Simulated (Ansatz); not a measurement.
Ansatz (a quantum-chemistry and plane-wave program) input (B3LYP-D3(BJ)/def2-TZVP):

Ansatz 0.2 input:
```yaml
crystal:
  periodic: [false, false, false]
  atoms:
    - {symbol: C, position_ang: [1.97457970, -0.05915046, 0.81155062]}
    - {symbol: C, position_ang: [1.09940666, 0.84153992, -0.07235137]}
    - {symbol: C, position_ang: [0.55961598, 0.08698418, -1.23728534]}
    - {symbol: C, position_ang: [-0.68593268, -0.48039806, -1.39611319]}
    - {symbol: C, position_ang: [-1.77085504, -0.55441690, -0.54794198]}
    - {symbol: C, position_ang: [-1.87091847, -0.08000043, 0.85912394]}
    - {symbol: H, position_ang: [2.37741410, 0.50627278, 1.64905207]}
    - {symbol: H, position_ang: [1.39289796, -0.89256154, 1.19909776]}
    - {symbol: H, position_ang: [2.80333911, -0.46332376, 0.23459202]}
    - {symbol: H, position_ang: [0.29869346, 1.27031733, 0.52628049]}
    - {symbol: H, position_ang: [1.72181953, 1.66256078, -0.44170443]}
    - {symbol: H, position_ang: [1.26001326, -0.04669818, -2.05097480]}
    - {symbol: H, position_ang: [-0.84327897, -0.94996774, -2.36227461]}
    - {symbol: H, position_ang: [-2.66188441, -1.01935401, -0.94509136]}
    - {symbol: H, position_ang: [-0.98189661, -0.33586974, 1.43273301]}
    - {symbol: H, position_ang: [-1.99337639, 1.00596461, 0.89942229]}
    - {symbol: H, position_ang: [-2.73698464, -0.52540153, 1.34505484]}
basis:
  gaussian:
    orbitals: def2-TZVP
hamiltonian:
  xc: b3lyp
  dispersion: d3bj
magnetization: {spin_polarized: true, initial_magnetization: 1}
relax: {f_tol: 0.002, max_steps: 150}
```

Output:

```
Functional definition: B3LYP
integrals: 0.19 GiB planned
1564 factors; their error is unknown
0.36 GiB of the device are held for the grids
1.52 GiB of device memory are held for the factors and their scratch space
mean field: 1.78 GiB planned
mean field evaluation 1: about -6387.1100 eV, gradient 5.7e1 eV
mean field evaluation 2: about -6377.6544 eV, gradient 7.0e1 eV
mean field evaluation 4: about -6402.7513 eV, gradient 3.6e0 eV
mean field evaluation 8: about -6402.8142 eV, gradient 4.2e-1 eV
mean field evaluation 16: about -6402.7769 eV, gradient 6.9e-3 eV
mean field -6402.77687197 eV, -235.2977100868 hartree, gradient 3.4e-5 eV, S^2 0.775083; 0 other end points of the search recorded, 0 dependent functions left out
the calculation of the forces begins
reference -6402.77718727 eV, -235.2977216740 hartree; 24, 23 occupied and 228, 229 virtual orbitals, 1564 factors
relax step   1: F+E_penalty+E_count = -6403.39933936 eV  Δ(F+E_penalty+E_count) = +0.000e0 eV  max|allowed force component| = 3.215e-1 eV/Å  Δτ_max = 0.0000 Å  (35 SCF iters, accepted)
these checks for a lower state are left out or cut short: starts, cluster_reference, orbital_swaps, neighbouring_geometries, increment
integrals: 0.19 GiB planned
1564 factors; their error is unknown
0.36 GiB of the device are held for the grids
1.52 GiB of device memory are held for the factors and their scratch space
mean field: 1.78 GiB planned
mean field -6402.79338881 eV, -235.2983170695 hartree, gradient 2.4e-5 eV, S^2 0.775717; 0 other end points of the search recorded, 0 dependent functions left out
the calculation of the forces begins
reference -6402.79370483 eV, -235.2983286832 hartree; 24, 23 occupied and 228, 229 virtual orbitals, 1564 factors
relax step   2: F+E_penalty+E_count = -6403.41246685 eV  Δ(F+E_penalty+E_count) = -1.313e-2 eV  max|allowed force component| = 1.029e-1 eV/Å  Δτ_max = 0.0262 Å  (35 SCF iters, accepted)
these checks for a lower state are left out or cut short: starts, cluster_reference, orbital_swaps, neighbouring_geometries, increment
integrals: 0.19 GiB planned
1564 factors; their error is unknown
0.36 GiB of the device are held for the grids
1.52 GiB of device memory are held for the factors and their scratch space
mean field: 1.78 GiB planned
mean field evaluation 32: about -6402.7951 eV, gradient 5.5e-4 eV
mean field -6402.79508701 eV, -235.2983794771 hartree, gradient 1.9e-5 eV, S^2 0.776005; 0 other end points of the search recorded, 0 dependent functions left out
the calculation of the forces begins
reference -6402.79540323 eV, -235.2983910979 hartree; 24, 23 occupied and 228, 229 virtual orbitals, 1564 factors
relax step   3: F+E_penalty+E_count = -6403.41322843 eV  Δ(F+E_penalty+E_count) = -7.616e-4 eV  max|allowed force component| = 4.379e-2 eV/Å  Δτ_max = 0.0195 Å  (35 SCF iters, accepted)
these checks for a lower state are left out or cut short: starts, cluster_reference, orbital_swaps, neighbouring_geometries, increment
integrals: 0.19 GiB planned
1564 factors; their error is unknown
0.36 GiB of the device are held for the grids
1.52 GiB of device memory are held for the factors and their scratch space
mean field: 1.78 GiB planned
mean field -6402.79518063 eV, -235.2983829177 hartree, gradient 1.6e-5 eV, S^2 0.775998; 0 other end points of the search recorded, 0 dependent functions left out
the calculation of the forces begins
reference -6402.79549671 eV, -235.2983945334 hartree; 24, 23 occupied and 228, 229 virtual orbitals, 1564 factors
relax step   4: F+E_penalty+E_count = -6403.41360878 eV  Δ(F+E_penalty+E_count) = -3.803e-4 eV  max|allowed force component| = 1.272e-2 eV/Å  Δτ_max = 0.0090 Å  (36 SCF iters, accepted)
these checks for a lower state are left out or cut short: starts, cluster_reference, orbital_swaps, neighbouring_geometries, increment
integrals: 0.19 GiB planned
1564 factors; their error is unknown
[...]
the calculation of the forces begins
reference -6402.79525704 eV, -235.2983857257 hartree; 24, 23 occupied and 228, 229 virtual orbitals, 1564 factors
relax step   5: F+E_penalty+E_count = -6403.41366674 eV  Δ(F+E_penalty+E_count) = -5.796e-5 eV  max|allowed force component| = 5.650e-3 eV/Å  Δτ_max = 0.0052 Å  (36 SCF iters, accepted)
these checks for a lower state are left out or cut short: starts, cluster_reference, orbital_swaps, neighbouring_geometries, increment
integrals: 0.19 GiB planned
1564 factors; their error is unknown
0.36 GiB of the device are held for the grids
1.52 GiB of device memory are held for the factors and their scratch space
mean field: 1.78 GiB planned
mean field -6402.79446669 eV, -235.2983566808 hartree, gradient 1.6e-5 eV, S^2 0.775988; 0 other end points of the search recorded, 0 dependent functions left out
the calculation of the forces begins
reference -6402.79478247 eV, -235.2983682857 hartree; 24, 23 occupied and 228, 229 virtual orbitals, 1564 factors
relax step   6: F+E_penalty+E_count = -6403.41374320 eV  Δ(F+E_penalty+E_count) = -7.646e-5 eV  max|allowed force component| = 1.359e-2 eV/Å  Δτ_max = 0.0144 Å  (36 SCF iters, accepted)
these checks for a lower state are left out or cut short: starts, cluster_reference, orbital_swaps, neighbouring_geometries, increment
integrals: 0.19 GiB planned
1564 factors; their error is unknown
0.36 GiB of the device are held for the grids
1.52 GiB of device memory are held for the factors and their scratch space
mean field: 1.78 GiB planned
mean field -6402.79421136 eV, -235.2983472978 hartree, gradient 1.7e-5 eV, S^2 0.775989; 0 other end points of the search recorded, 0 dependent functions left out
the calculation of the forces begins
reference -6402.79452704 eV, -235.2983588986 hartree; 24, 23 occupied and 228, 229 virtual orbitals, 1564 factors
relax step   7: F+E_penalty+E_count = -6403.41377652 eV  Δ(F+E_penalty+E_count) = -3.332e-5 eV  max|allowed force component| = 1.138e-2 eV/Å  Δτ_max = 0.0085 Å  (36 SCF iters, accepted)
these checks for a lower state are left out or cut short: starts, cluster_reference, orbital_swaps, neighbouring_geometries, increment
integrals: 0.19 GiB planned
1564 factors; their error is unknown
0.36 GiB of the device are held for the grids
1.52 GiB of device memory are held for the factors and their scratch space
mean field: 1.78 GiB planned
mean field evaluation 64: about -6402.8326 eV, gradient 5.6e-1 eV
mean field -6402.79399543 eV, -235.2983393625 hartree, gradient 1.8e-5 eV, S^2 0.775993; 0 other end points of the search recorded, 0 dependent functions left out
the calculation of the forces begins
reference -6402.79431102 eV, -235.2983509601 hartree; 24, 23 occupied and 228, 229 virtual orbitals, 1564 factors
relax step   8: F+E_penalty+E_count = -6403.41380550 eV  Δ(F+E_penalty+E_count) = -2.898e-5 eV  max|allowed force component| = 3.685e-3 eV/Å  Δτ_max = 0.0085 Å  (35 SCF iters, accepted)
these checks for a lower state are left out or cut short: starts, cluster_reference, orbital_swaps, neighbouring_geometries, increment
integrals: 0.19 GiB planned
1564 factors; their error is unknown
0.36 GiB of the device are held for the grids
1.52 GiB of device memory are held for the factors and their scratch space
mean field: 1.78 GiB planned
mean field -6402.79391721 eV, -235.2983364880 hartree, gradient 1.7e-5 eV, S^2 0.775991; 0 other end points of the search recorded, 0 dependent functions left out
the calculation of the forces begins
reference -6402.79423279 eV, -235.2983480853 hartree; 24, 23 occupied and 228, 229 virtual orbitals, 1564 factors
relax step   9: F+E_penalty+E_count = -6403.41381338 eV  Δ(F+E_penalty+E_count) = -7.878e-6 eV  max|allowed force component| = 1.054e-3 eV/Å  Δτ_max = 0.0040 Å  (36 SCF iters, accepted)
these checks for a lower state are left out or cut short: starts, cluster_reference, orbital_swaps, neighbouring_geometries, increment
integrals: 0.19 GiB planned
1564 factors; their error is unknown
0.35 GiB of the device are held for the grids
1.52 GiB of device memory are held for the factors and their scratch space
mean field: 1.78 GiB planned
mean field -6402.79393808 eV, -235.2983372548 hartree, gradient 1.6e-5 eV, S^2 0.776000; 0 other end points of the search recorded, 0 dependent functions left out
the calculation of the forces begins
reference -6402.79425368 eV, -235.2983488530 hartree; 24, 23 occupied and 228, 229 virtual orbitals, 1564 factors
relax step  10: F+E_penalty+E_count = -6403.41381315 eV  Δ(F+E_penalty+E_count) = +2.277e-7 eV  max|allowed force component| = 3.105e-3 eV/Å  Δτ_max = 0.0030 Å  (36 SCF iters, rejected (line search))
these checks for a lower state are left out or cut short: starts, cluster_reference, orbital_swaps, neighbouring_geometries, increment
integrals: 0.19 GiB planned
1564 factors; their error is unknown
0.36 GiB of the device are held for the grids
1.52 GiB of device memory are held for the factors and their scratch space
mean field: 1.78 GiB planned
mean field -6402.79394069 eV, -235.2983373507 hartree, gradient 1.6e-5 eV, S^2 0.775994; 0 other end points of the search recorded, 0 dependent functions left out
the calculation of the forces begins
reference -6402.79425627 eV, -235.2983489481 hartree; 24, 23 occupied and 228, 229 virtual orbitals, 1564 factors
relax step  11: F+E_penalty+E_count = -6403.41381490 eV  Δ(F+E_penalty+E_count) = -1.522e-6 eV  max|allowed force component| = 1.572e-3 eV/Å  Δτ_max = 0.0015 Å  (36 SCF iters, accepted)
these checks for a lower state are left out or cut short: starts, cluster_reference, orbital_swaps, neighbouring_geometries, increment
integrals: 0.19 GiB planned
1564 factors; their error is unknown
0.36 GiB of the device are held for the grids
1.52 GiB of device memory are held for the factors and their scratch space
mean field: 1.78 GiB planned
mean field evaluation 96: about -6402.7939 eV, gradient 6.4e-3 eV
mean field -6402.79391679 eV, -235.2983364723 hartree, gradient 1.6e-5 eV, S^2 0.775995; 0 other end points of the search recorded, 0 dependent functions left out
the calculation of the forces begins
reference -6402.79423239 eV, -235.2983480705 hartree; 24, 23 occupied and 228, 229 virtual orbitals, 1564 factors
relax step  12: F+E_penalty+E_count = -6403.41381332 eV  Δ(F+E_penalty+E_count) = +1.580e-6 eV  max|allowed force component| = 4.710e-3 eV/Å  Δτ_max = 0.0027 Å  (36 SCF iters, rejected (line search))
these checks for a lower state are left out or cut short: starts, cluster_reference, orbital_swaps, neighbouring_geometries, increment
integrals: 0.19 GiB planned
1564 factors; their error is unknown
0.36 GiB of the device are held for the grids
1.52 GiB of device memory are held for the factors and their scratch space
mean field: 1.78 GiB planned
mean field -6402.79391747 eV, -235.2983364975 hartree, gradient 1.6e-5 eV, S^2 0.775994; 0 other end points of the search recorded, 0 dependent functions left out
the calculation of the forces begins
reference -6402.79423306 eV, -235.2983480952 hartree; 24, 23 occupied and 228, 229 virtual orbitals, 1564 factors
relax step  13: F+E_penalty+E_count = -6403.41381546 eV  Δ(F+E_penalty+E_count) = -5.588e-7 eV  max|allowed force component| = 1.027e-3 eV/Å  Δτ_max = 0.0013 Å  (36 SCF iters, accepted)
integrals: 0.19 GiB planned
1564 factors; their error is unknown
0.36 GiB of the device are held for the grids
1.52 GiB of device memory are held for the factors and their scratch space
mean field: 1.78 GiB planned
mean field evaluation 128: about -6402.7939 eV, gradient 6.9e-3 eV
mean field -6402.79391747 eV, -235.2983364975 hartree, gradient 1.6e-5 eV, S^2 0.775994; 1 other end points of the search recorded, 0 dependent functions left out
the calculation of the forces begins
reference -6402.79423306 eV, -235.2983480952 hartree; 24, 23 occupied and 228, 229 virtual orbitals, 1564 factors
Total energy: -6403.41413105 eV, -235.3211289259 hartree
Atom 0 at     1.961511    -0.065576     0.825478 Å, force    -0.000091    -0.000059    -0.000174 eV/Å
Atom 1 at     1.104880     0.836371    -0.078590 Å, force    -0.000156     0.000651    -0.000123 eV/Å
Atom 2 at     0.556056     0.107780    -1.263952 Å, force     0.000278    -0.000975     0.000410 eV/Å
Atom 3 at    -0.688013    -0.478506    -1.417508 Å, force     0.000811    -0.001027     0.000379 eV/Å
Atom 4 at    -1.764671    -0.573207    -0.548054 Å, force    -0.000497     0.000821    -0.000163 eV/Å
Atom 5 at    -1.860647    -0.078664     0.859926 Å, force    -0.000257     0.000122     0.000010 eV/Å
Atom 6 at     2.381850     0.502651     1.658006 Å, force    -0.000057     0.000014    -0.000108 eV/Å
Atom 7 at     1.366291    -0.883916     1.234021 Å, force    -0.000018    -0.000074     0.000015 eV/Å
Atom 8 at     2.787441    -0.507375     0.264797 Å, force     0.000035    -0.000048    -0.000041 eV/Å
Atom 9 at     0.307506     1.286417     0.510693 Å, force     0.000072    -0.000028    -0.000097 eV/Å
Atom 10 at     1.729732     1.661609    -0.434042 Å, force     0.000074     0.000151     0.000116 eV/Å
Atom 11 at     1.242931    -0.005340    -2.096671 Å, force     0.000025     0.000324    -0.000110 eV/Å
Atom 12 at    -0.850635    -0.946250    -2.384749 Å, force    -0.000418     0.000728    -0.000314 eV/Å
Atom 13 at    -2.649381    -1.060726    -0.940535 Å, force     0.000152    -0.000502     0.000192 eV/Å
Atom 14 at    -0.969216    -0.311080     1.445250 Å, force    -0.000032    -0.000105     0.000014 eV/Å
Atom 15 at    -1.995976     1.008485     0.903842 Å, force     0.000061    -0.000061     0.000031 eV/Å
Atom 16 at    -2.717005    -0.526176     1.365257 Å, force     0.000019     0.000066    -0.000037 eV/Å
Dipole moment:     0.015465     0.038309     0.084029 e Å
```

It need not be the lowest isomer of its formula.
